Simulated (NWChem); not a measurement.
System: C3H3NO3S2; SMILES n1c(S(=O)(=O)O)csc1

NWChem input:

```
start job
memory heap 200 mb stack 900 mb global 1100 mb
geometry units angstroms
  O     -1.283178    -1.435234    -1.472509
  S     -1.380335    -0.287525    -0.633071
  O     -2.376988    -0.275852     0.385433
  O     -1.509307     1.022975    -1.526765
  C      0.213085     0.007121     0.121154
  C      0.854783    -0.799862     1.002566
  S      2.357439    -0.095062     1.446480
  C      1.994813     1.234166     0.404642
  N      0.863865     1.147100    -0.207097
  H     -0.725037     1.572251    -1.407800
  H      0.530042    -1.739338     1.397558
  H      2.669703     2.058469     0.287304
end
basis spherical
  * library def2-svp
end
dft
  xc xpbe96 cpbe96
  disp vdw 4
  iterations 150
end
driver
  maxiter 120
end
task dft optimize
```

Excerpt of the output:

```
             Northwest Computational Chemistry Package (NWChem) 7.3.0
             --------------------------------------------------------

 CS  symmetry detected

                             Geometry "geometry" -> ""
                             -------------------------

 Output coordinates in angstroms (scale by  1.889725989 to convert to a.u.)

  No.       Tag          Charge          X              Y              Z
 ---- ---------------- ---------- -------------- -------------- --------------
    1 O                    8.0000    -0.74639789     1.97270459    -1.22398276
    2 S                   16.0000    -0.14867656     1.55358279     0.00000000
    3 O                    8.0000    -0.74639789     1.97270459     1.22398276
    4 O                    8.0000     1.39758272     1.93016627     0.00000000
    5 C                    6.0000    -0.03338570    -0.23005588     0.00000000
    6 C                    6.0000    -1.06610388    -1.10947504     0.00000000
    7 S                   16.0000    -0.45921663    -2.71679116     0.00000000
    8 C                    6.0000     1.14182522    -2.06838089     0.00000000
    9 N                    7.0000     1.20241455    -0.78106690     0.00000000
   10 H                    1.0000     1.92560930     1.12262423     0.00000000
   11 H                    1.0000    -2.11480948    -0.89898249     0.00000000
   12 H                    1.0000     2.00628007    -2.70197214     0.00000000

 Effective nuclear repulsion energy (a.u.)     654.3574071866

      Symmetry information
      --------------------

 Group name             Cs
 Group number              2
 Group order               2
 No. of unique centers    11

                                Z-matrix (autoz)
                                --------

 Units are Angstrom for bonds and degrees for angles

[...]

      ----------------------
      Optimization converged
      ----------------------

  Step       Energy      Delta E   Gmax     Grms     Xrms     Xmax
  ---- ---------------- -------- -------- -------- -------- --------
@    6   -1191.55836835 -4.2D-07  0.00006  0.00001  0.00031  0.00093
                                     ok       ok       ok       ok

                                Z-matrix (autoz)
                                --------

 Units are Angstrom for bonds and degrees for angles

      Type          Name      I     J     K     L     M      Value     Gradient
      ----------- --------  ----- ----- ----- ----- ----- ---------- ----------
    1 Stretch                  1     2                       1.46771   -0.00002
    2 Stretch                  2     3                       1.46771   -0.00002
    3 Stretch                  2     4                       1.63815    0.00006
    4 Stretch                  2     5                       1.81239   -0.00005
    5 Stretch                  4    10                       1.00023   -0.00001
    6 Stretch                  5     6                       1.37791   -0.00001
    7 Stretch                  5     9                       1.36846    0.00001
    8 Stretch                  6     7                       1.72931   -0.00003
    9 Stretch                  6    11                       1.09610   -0.00003
   10 Stretch                  7     8                       1.74059   -0.00001
   11 Stretch                  8     9                       1.31419    0.00002
   12 Stretch                  8    12                       1.09937   -0.00001
   13 Bend                     1     2     3               120.64648   -0.00000
   14 Bend                     1     2     4               109.47487   -0.00001
   15 Bend                     1     2     5               108.68046    0.00001
   16 Bend                     2     4    10               104.86535   -0.00000
   17 Bend                     2     5     6               126.47365    0.00000
   18 Bend                     2     5     9               116.99223    0.00000
   19 Bend                     3     2     4               109.47487   -0.00001
   20 Bend                     3     2     5               108.68046    0.00001
   21 Bend                     4     2     5                97.36260    0.00000
   22 Bend                     5     6     7               108.70140    0.00002
   23 Bend                     5     6    11               129.03055   -0.00002
   24 Bend                     5     9     8               110.68445   -0.00002
   25 Bend                     6     5     9               116.53412   -0.00000
   26 Bend                     6     7     8                89.74861    0.00001
   27 Bend                     7     6    11               122.26804    0.00000
   28 Bend                     7     8     9               114.33142   -0.00000
   29 Bend                     7     8    12               121.27221    0.00000
   30 Bend                     9     8    12               124.39637   -0.00000
   31 Torsion                  1     2     4    10        -112.84527   -0.00001
   32 Torsion                  1     2     5     6         -66.51266   -0.00000
   33 Torsion                  1     2     5     9         113.48734   -0.00000
   34 Torsion                  2     5     6     7         180.00000    0.00000
   35 Torsion                  2     5     6    11           0.00000    0.00000
   36 Torsion                  2     5     9     8         180.00000   -0.00000
   37 Torsion                  3     2     4    10         112.84527    0.00001
   38 Torsion                  3     2     5     6          66.51266    0.00000
   39 Torsion                  3     2     5     9        -113.48734    0.00000
   40 Torsion                  4     2     5     6         180.00000    0.00000
   41 Torsion                  4     2     5     9           0.00000    0.00000
   42 Torsion                  5     2     4    10           0.00000    0.00000
   43 Torsion                  5     6     7     8           0.00000    0.00000
   44 Torsion                  5     9     8     7           0.00000   -0.00000
   45 Torsion                  5     9     8    12         180.00000    0.00000
   46 Torsion                  6     5     9     8          -0.00000    0.00000
   47 Torsion                  6     7     8     9           0.00000   -0.00000
   48 Torsion                  6     7     8    12         180.00000    0.00000
   49 Torsion                  7     6     5     9           0.00000   -0.00000
   50 Torsion                  8     7     6    11         180.00000    0.00000
   51 Torsion                  9     5     6    11         180.00000   -0.00000

                         Geometry "geometry" -> "geometry"
                         ---------------------------------

 Output coordinates in angstroms (scale by  1.889725989 to convert to a.u.)

[...]
```

Level: PBE-D3(BJ)/def2-SVP. Not confirmed as a minimum by frequencies.
